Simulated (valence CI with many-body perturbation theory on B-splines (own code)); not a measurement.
## Yb54+: electric-dipole lines

Calculated by configuration interaction combined with many-body perturbation theory (CI+MBPT): six valence electrons over a frozen Dirac-Fock core [Ne], a basis of 9 s, 9 p, 8 d, 6 f, 3 g, 1 h functions for each j, with the one-electron correlation potential Σ1, the two-electron term Σ2, the three-electron term Σ3, Breit, model QED; selected CI, second order for the rest, scaled by the run's own slope (own B-spline code, finite nucleus).

The last digits are not significant, and no measured levels were compared; by estimate large intervals hold to a few tenths of a per cent, small ones and those within an open d or f shell to about a per cent. Among the levels kept, up to 980 cm⁻¹ of a level comes from second order outside the variational space, and about a tenth of that is noise between levels of different J, which matters for small intervals.

Lines 51 to 100 of 129 in falling wavelength, among levels below 573.84 eV, chosen from the strongest by gf and those to the six lowest levels. Wavelengths and rates use the calculated energies. Electric multipoles are in the length gauge with retardation, E1 and E2 with the static RPA response of the core. Weak lines are less certain than strong ones. Lines between different terms over intervals too small for the method are left out, as are lines whose strength nearly cancels. The highest levels of a list are the least certain.

Levels are named by their leading jj configuration (3d3/2^4 stands for four electrons in 3d with j = 3/2), which in mixed levels can hold well under half, so a name can repeat and another be missing. Letters in brackets count levels of one name in rising energy.

```
λ vac (Å)                               Upper                           Lower   A (s⁻¹)  S (a.u.) with core polarisation  S without
    89.87          (3s^2 3p1/2^2 3d3/2^2) J=2  (3s^2 3p1/2^2 3p3/2 3d5/2) J=3  1.38e+08                         2.47e-04   2.50e-04
    82.79          (3s^2 3p1/2^2 3d3/2^2) J=0  (3s^2 3p1/2^2 3p3/2 3d5/2) J=1  1.87e+07                         5.23e-06   5.28e-06
    79.29          (3s^2 3p1/2^2 3d3/2^2) J=2  (3s^2 3p1/2^2 3p3/2 3d5/2) J=2  9.17e+07                         1.13e-04   1.14e-04
    77.56            (3s 3p1/2^2 3p3/2^3) J=2        (3s^2 3p1/2 3p3/2^3) J=2  9.91e+09                         1.14e-02   1.16e-02
    73.40            (3s 3p1/2^2 3p3/2^3) J=2        (3s^2 3p1/2 3p3/2^3) J=1  1.38e+10                         1.35e-02   1.37e-02
    69.06            (3s 3p1/2^2 3p3/2^3) J=1        (3s^2 3p1/2 3p3/2^3) J=2  2.67e+10                         1.30e-02   1.32e-02
    65.74            (3s 3p1/2^2 3p3/2^3) J=1        (3s^2 3p1/2 3p3/2^3) J=1  7.84e+09                         3.30e-03   3.35e-03
    61.84  (3s^2 3p1/2 3p3/2^2 3d3/2) J=2 [a]        (3s^2 3p1/2 3p3/2^3) J=2  1.66e+09                         9.68e-04   9.82e-04
    61.19  (3s^2 3p1/2 3p3/2^2 3d3/2) J=1 [a]        (3s^2 3p1/2 3p3/2^3) J=2  1.47e+10                         5.00e-03   5.08e-03
    59.90      (3s^2 3p1/2^2 3d3/2 3d5/2) J=3  (3s^2 3p1/2^2 3p3/2 3d5/2) J=3  3.81e+09                         2.83e-03   2.87e-03
    59.87      (3s^2 3p1/2^2 3d3/2 3d5/2) J=2  (3s^2 3p1/2^2 3p3/2 3d5/2) J=1  6.96e+09                         3.69e-03   3.74e-03
    59.70      (3s^2 3p1/2^2 3p3/2 3d3/2) J=1      (3s^2 3p1/2^2 3p3/2^2) J=0  4.05e+09                         1.28e-03   1.29e-03
    59.61  (3s^2 3p1/2 3p3/2^2 3d3/2) J=3 [a]        (3s^2 3p1/2 3p3/2^3) J=2  1.59e+09                         1.17e-03   1.18e-03
    59.16  (3s^2 3p1/2 3p3/2^2 3d3/2) J=2 [a]        (3s^2 3p1/2 3p3/2^3) J=1  3.53e+08                         1.80e-04   1.83e-04
    58.82      (3s^2 3p1/2 3p3/2^2 3d3/2) J=0        (3s^2 3p1/2 3p3/2^3) J=1  1.06e+10                         1.06e-03   1.08e-03
    58.71      (3s^2 3p1/2^2 3d3/2 3d5/2) J=1  (3s^2 3p1/2^2 3p3/2 3d5/2) J=1  1.92e+09                         5.74e-04   5.82e-04
    58.57  (3s^2 3p1/2 3p3/2^2 3d3/2) J=1 [a]        (3s^2 3p1/2 3p3/2^3) J=1  3.11e+08                         9.25e-05   9.33e-05
    57.04      (3s^2 3p1/2^2 3d3/2 3d5/2) J=2  (3s^2 3p1/2^2 3p3/2 3d5/2) J=3  3.72e+09                         1.70e-03   1.73e-03
    56.78      (3s^2 3p1/2^2 3p3/2 3d3/2) J=2      (3s^2 3p1/2^2 3p3/2^2) J=2  7.19e+09                         3.25e-03   3.29e-03
    56.57          (3s^2 3p1/2^2 3d3/2^2) J=2  (3s^2 3p1/2^2 3p3/2 3d3/2) J=3  6.40e+09                         2.86e-03   2.90e-03
    56.40          (3s^2 3p1/2^2 3d3/2^2) J=2  (3s^2 3p1/2^2 3p3/2 3d3/2) J=1  8.98e+09                         3.98e-03   4.03e-03
    55.78      (3s^2 3p1/2^2 3d3/2 3d5/2) J=4  (3s^2 3p1/2^2 3p3/2 3d5/2) J=3  4.37e+09                         3.37e-03   3.41e-03
    55.01      (3s^2 3p1/2^2 3d3/2 3d5/2) J=3  (3s^2 3p1/2^2 3p3/2 3d5/2) J=2  6.96e+09                         4.00e-03   4.06e-03
    54.86      (3s^2 3p1/2^2 3p3/2 3d3/2) J=1      (3s^2 3p1/2^2 3p3/2^2) J=2  1.18e+10                         2.90e-03   2.94e-03
    54.70      (3s^2 3p1/2^2 3p3/2 3d3/2) J=3      (3s^2 3p1/2^2 3p3/2^2) J=2  9.53e+08                         5.39e-04   5.47e-04
    54.50          (3s^2 3p1/2^2 3d3/2^2) J=2  (3s^2 3p1/2^2 3p3/2 3d3/2) J=2  7.84e+09                         3.13e-03   3.18e-03
    54.38  (3s^2 3p1/2 3p3/2^2 3d3/2) J=2 [b]        (3s^2 3p1/2 3p3/2^3) J=2  1.98e+09                         7.88e-04   8.00e-04
    54.36                  (3s^2 3p3/2^4) J=0  (3s^2 3p1/2^2 3p3/2 3d5/2) J=1  1.02e+07                         8.07e-07   8.18e-07
    53.74      (3s^2 3p1/2^2 3d3/2 3d5/2) J=3  (3s^2 3p1/2^2 3p3/2 3d5/2) J=4  4.10e+09                         2.20e-03   2.23e-03
    52.59      (3s^2 3p1/2^2 3d3/2 3d5/2) J=2  (3s^2 3p1/2^2 3p3/2 3d5/2) J=2  7.05e+08                         2.53e-04   2.57e-04
    52.30  (3s^2 3p1/2 3p3/2^2 3d3/2) J=2 [b]        (3s^2 3p1/2 3p3/2^3) J=1  3.80e+07                         1.34e-05   1.36e-05
    51.70      (3s^2 3p1/2^2 3d3/2 3d5/2) J=1  (3s^2 3p1/2^2 3p3/2 3d5/2) J=2  1.00e+10                         2.05e-03   2.08e-03
    51.38  (3s^2 3p1/2 3p3/2^2 3d3/2) J=3 [b]        (3s^2 3p1/2 3p3/2^3) J=2  1.40e+08                         6.58e-05   6.70e-05
    51.26          (3s^2 3p1/2^2 3d3/2^2) J=0  (3s^2 3p1/2^2 3p3/2 3d3/2) J=1  3.32e+10                         2.21e-03   2.24e-03
    50.40      (3s^2 3p1/2^2 3d3/2 3d5/2) J=4  (3s^2 3p1/2^2 3p3/2 3d5/2) J=4  1.86e+10                         1.06e-02   1.07e-02
    50.12  (3s^2 3p1/2 3p3/2^2 3d3/2) J=2 [c]        (3s^2 3p1/2 3p3/2^3) J=2  1.82e+09                         5.66e-04   5.76e-04
    49.22  (3s^2 3p1/2 3p3/2^2 3d3/2) J=1 [b]        (3s^2 3p1/2 3p3/2^3) J=2  1.47e+07                         2.59e-06   2.46e-06
    48.35  (3s^2 3p1/2 3p3/2^2 3d3/2) J=2 [c]        (3s^2 3p1/2 3p3/2^3) J=1  5.91e+08                         1.65e-04   1.68e-04
    47.51  (3s^2 3p1/2 3p3/2^2 3d3/2) J=1 [b]        (3s^2 3p1/2 3p3/2^3) J=1  7.84e+08                         1.24e-04   1.27e-04
    47.25      (3s^2 3p1/2 3p3/2^2 3d5/2) J=3        (3s^2 3p1/2 3p3/2^3) J=2  7.33e+08                         2.67e-04   2.70e-04
    46.89  (3s^2 3p1/2 3p3/2^2 3d3/2) J=1 [c]        (3s^2 3p1/2 3p3/2^3) J=2  1.42e+09                         2.17e-04   2.22e-04
    45.34  (3s^2 3p1/2 3p3/2^2 3d3/2) J=1 [c]        (3s^2 3p1/2 3p3/2^3) J=1  8.74e+08                         1.21e-04   1.23e-04
    44.80      (3s^2 3p1/2 3p3/2^2 3d5/2) J=1        (3s^2 3p1/2 3p3/2^3) J=2  3.72e+10                         4.95e-03   5.02e-03
    43.38      (3s^2 3p1/2 3p3/2^2 3d5/2) J=1        (3s^2 3p1/2 3p3/2^3) J=1  2.34e+10                         2.83e-03   2.87e-03
    43.08      (3s^2 3p1/2 3p3/2^2 3d5/2) J=0        (3s^2 3p1/2 3p3/2^3) J=1  5.73e+10                         2.26e-03   2.29e-03
    43.02      (3s^2 3p1/2^2 3d3/2 3d5/2) J=3  (3s^2 3p1/2^2 3p3/2 3d3/2) J=3  2.35e+10                         6.47e-03   6.55e-03
    42.83      (3s^2 3p1/2^2 3p3/2 3d5/2) J=2      (3s^2 3p1/2^2 3p3/2^2) J=2  9.93e+10                         1.93e-02   1.95e-02
    42.11      (3s^2 3p1/2 3p3/2^2 3d5/2) J=2        (3s^2 3p1/2 3p3/2^3) J=2  3.78e+09                         6.97e-04   7.06e-04
    41.82      (3s^2 3p1/2^2 3d3/2 3d5/2) J=3  (3s^2 3p1/2^2 3p3/2 3d3/2) J=2  1.45e+11                         3.67e-02   3.71e-02
    41.53      (3s^2 3p1/2^2 3d3/2 3d5/2) J=2  (3s^2 3p1/2^2 3p3/2 3d3/2) J=3  1.33e+10                         2.35e-03   2.38e-03
```
